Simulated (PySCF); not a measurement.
A structure optimised at PBE-D3(BJ)/def2-SVP, used in a PySCF frequency run:

```xyz
4

C      0.0000     0.0000     0.0000
Cl     1.6640     0.0000     0.0000
Cl    -0.8320     1.4411     0.0000
Cl    -0.8320    -1.4411     0.0000
```
Charge +1, spin multiplicity 1.

**Question.** Write its SMILES, formula and point group.

**Answer.** Cl[C+](Cl)Cl, CCl3, D3h

**Question.** What are its rotational constants (standard atomic weights)?

**Answer.** 3.4324, 3.4324, 1.7162 GHz
